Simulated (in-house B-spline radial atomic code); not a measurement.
Mo. Computed with a B-spline radial atomic code. Model: non-relativistic spherical atom: semilocal Troullier-Martins pseudo-atom, one channel per l, against all electrons, high spin, G0W0 and RPA with empty states to l = 8, local potential for every l without a channel, a model core (radius 0 = none) keeps its share of the functional.

Without relativity these are model numbers for so heavy an element.

What the tables leave out is listed at the end.

The pseudopotential gives back the lowest level of each angular momentum of its own functional in the configuration it was made in; a second state of the same l is only approximately right. Exact exchange, RPA and GW see the smooth pseudo-orbitals and miss the exchange with the core, for which the functional's share stands in. The column with an uncorrelated core keeps all orbitals and exact exchange, and so separates missing core correlation from pseudisation. Only the three outermost levels and the lowest empty one were computed. RPA here is direct RPA, with no exchange kernel, and its energies carry an (l + 1/2)⁻⁴ tail. A hybrid on a potential with a model core restores only its own semilocal share of the core's exchange.

Command:
```bash
python run_psgw.py task.json out
```
Settings (lengths in bohr, energies in hartree):
```
Z                      42
electrons              42
configuration          [Kr] 4d5 5s1
generated_in           [Kr] 4d5 5s1
functional             lda,vwn
core_shells            6
radius_factor          1.15
core_correction        False
ion_configuration      [Kr] 4d5
```

Time taken, with all properties: 100 s on 1 thread of Arm Neoverse N1 (shared host).

Given: made with LDA VWN5; model core radius 0 bohr; local radius 1.22 bohr; mean-field start LDA VWN5.

Valence shells of the generating configuration: 4s, 4p, 4d, 5s.

Channel: s 1.157, p 1.23, d 1.575 (radii in bohr).

Computed: largest level miss in the spin-unpolarised generating configuration 0.053 eV; valence RPA correlation energy pseudo -0.80613 hartree; all-electron RPA polarisability, core included 56.752 bohr³; pseudo-atom RPA polarisability 55.748 bohr³; ionisation by mean-field all-electron 7.3017 eV; ionisation by RPA all-electron 7.3357 eV; ionisation by RPA pseudo minus all 0.01 eV.

```json
{"level": "5s up", "occupied": "1", "mean-field all-electron (eV)": "-4.5055", "mean-field pseudo minus all (eV)": "-0.054", "G0W0 all-electron (eV)": "-7.3307", "G0W0 uncorrelated core minus all (eV)": "0.028", "G0W0 pseudo minus all (eV)": "-0.07", "exchange self-energy all-electron (eV)": "-10.237", "exchange self-energy pseudo (eV)": "-9.7094"}
{"level": "5s down (empty)", "occupied": "0", "mean-field all-electron (eV)": "-2.6022", "mean-field pseudo minus all (eV)": "-0.023", "G0W0 all-electron (eV)": "-0.70393", "G0W0 uncorrelated core minus all (eV)": "0.02", "G0W0 pseudo minus all (eV)": "-0.018", "exchange self-energy all-electron (eV)": "-1.0852", "exchange self-energy pseudo (eV)": "-0.65191"}
```

(1) What is the valence RPA correlation energy all-electron orbitals?

(2) What is the ionisation by mean-field pseudo minus all?

Given: mean-field start PBE0.

Computed: valence RPA correlation energy all-electron orbitals -0.72411 hartree; valence RPA correlation energy pseudo -0.75479 hartree; all-electron RPA polarisability, core included 50.887 bohr³; pseudo-atom RPA polarisability 50.125 bohr³; ionisation by RPA all-electron 7.1908 eV; ionisation by RPA pseudo minus all 0.015 eV.

```
          level  occupied  mean-field all-electron (eV)  mean-field pseudo minus all (eV)  G0W0 all-electron (eV)  G0W0 uncorrelated core minus all (eV)  G0W0 pseudo minus all (eV)  exchange self-energy all-electron (eV)  exchange self-energy pseudo (eV)
          5s up         1                         -4.81                            -0.038                 -7.1924                                  0.028                      -0.034                                 -9.9033                           -9.3909
          4d up         1                       -6.1537                            -0.022                 -8.8313                                  0.069                      -0.079                                 -25.198                           -23.055
5s down (empty)         0                       -0.7975                            -0.021                -0.36437                                   0.02                      -0.003                                -0.95426                          -0.57792
```

(3) What is the ionisation by mean-field all-electron?

(4) What is the ionisation by mean-field pseudo minus all?

Given: mean-field start Hartree-Fock.

Computed: valence RPA correlation energy pseudo -0.64218 hartree; all-electron RPA polarisability, core included 39.681 bohr³; ionisation by mean-field all-electron 5.8781 eV; ionisation by mean-field pseudo minus all 0.01 eV; ionisation by RPA all-electron 6.8506 eV; ionisation by RPA pseudo minus all 0.01 eV.

| level | occupied | mean-field all-electron (eV) | mean-field pseudo minus all (eV) | G0W0 all-electron (eV) | G0W0 uncorrelated core minus all (eV) | G0W0 pseudo minus all (eV) | exchange self-energy all-electron (eV) | exchange self-energy pseudo (eV) |
| --- | --- | --- | --- | --- | --- | --- | --- | --- |
| 5s up | 1 | -6.0691 | -0.008 | -6.9755 | 0.026 | 0.008 | -9.1312 | -8.6606 |
| 4d up | 1 | -9.7771 | -0.093 | -9.6968 | 0.08 | 0.008 | -25.5 | -23.519 |
| 4p down | 1 | -42.802 | 0.229 | -41.716 | 0.24 | 0.342 | -34.658 | -28.867 |

(5) What is the valence RPA correlation energy all-electron orbitals?

(6) What is the pseudo-atom RPA polarisability?

## Answers

(1) -0.7751 hartree.

(2) 0.073 eV.

(3) 6.7898 eV.

(4) 0.049 eV.

(5) -0.61462 hartree.

(6) 39.372 bohr³.

Among the listed levels the largest G0W0 shift of the pseudo-atom is +0.34 eV, for 4p down on the Hartree-Fock start, while leaving the core uncorrelated moves that level by +0.24 eV. The rest, +0.10 eV, comes from pseudisation and the lost core exchange. Not in the tables (levels of low weight, unsolved or above zero; the highest and the empty levels are kept at any weight): on LDA the G0W0 levels 4d up (pseudo minus all -0.16 eV, weights 0.59 and 0.61), 4p down (pseudo minus all +0.05 eV, weights 0.47 and 0.51); on PBE0 the G0W0 levels 4p down (pseudo minus all +0.10 eV, weights 0.71 and 0.70).
